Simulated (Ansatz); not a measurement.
Consider the formal exchange of groups at the Si–C bond: `B[SiH2]C[SiH3]` + `[Cl][GeH3]` → `[SiH3][GeH2][Cl]` + `B[SiH2]C`.

Program: Ansatz. Geometries: PBE0-D4/def2-TZVP. ΔE: electronic, gas phase. CCSD(T)/CBS is the MP2 limit (def2-TZVPP, def2-QZVPP) plus CCSD(T) − MP2 in def2-TZVPP, frozen cores. DFT in def2-TZVPP. B3LYP here is the variant with VWN-RPA as its local correlation; programs differ in this. For Ge outer-core shells are correlated without core-valence functions, which leaves a few kJ/mol of doubt a bond. Scalar relativity is left out up to krypton. Each species was taken in one conformer, which may not be the lowest.

```
             level  ΔE (kJ/mol)  difference from CCSD(T)/CBS
            PBE-D4        -24.4                         -9.0
          B3LYP-D4        -19.5                         -4.1
           ωB97M-V        -12.9                          2.5
            B2PLYP        -17.1                         -1.7
            r2SCAN        -19.4                         -4.0
              PBE0        -22.2                         -6.8
     HF/def2-TZVPP        -11.8                          3.6
SCS-MP2/def2-TZVPP        -10.0                          5.4
   CCSD/def2-TZVPP        -14.0                          1.4
    CCSD/CBS(def2)        -15.6                         -0.2
       CCSD(T)/CBS        -15.4                            0
```

Largest T1 diagnostic among the species: 0.011.

From PBE to PBE0 (25 % exact exchange), in def2-TZVPP and without D4, ΔE moves by +3.8 kJ/mol.
